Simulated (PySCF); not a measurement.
ZrF3, SMILES [F][Zr+]([F])[F], charge +1, multiplicity 1. Heavy atoms are numbered as in [Zr+:1]([F:2])([F:3])[F:4].

Coordinates come from a B3LYP-D3(BJ)/def2-TZVP optimisation. The multiplicity is an assumed one; other spin states were not compared. The isomer is the one that the SMILES or the coordinates give; other isomers of the formula were not compared. The def2 effective core potentials stand for the cores of Zr; spin–orbit coupling is left out.

Method: PySCF with r2SCAN/def2-TZVPD.

Mulliken values depend strongly on the basis, most of all with diffuse functions as here. ESP charges are fitted to the potential on shells at 1.4 to 2.0 van der Waals radii. Atomic charges (e), one atom of each kind:

| atom | ESP fit | Mulliken |
|---|---|---|
| Zr1 | ? | 2.26 |
| F2 | ? | -0.42 |

**Question.** Complete the blanks. (An estimate is asked for; the answer gives what the named calculation found.)

**Answer.** 
- Zr1, ESP fit: 2.14
- F2, ESP fit: -0.38
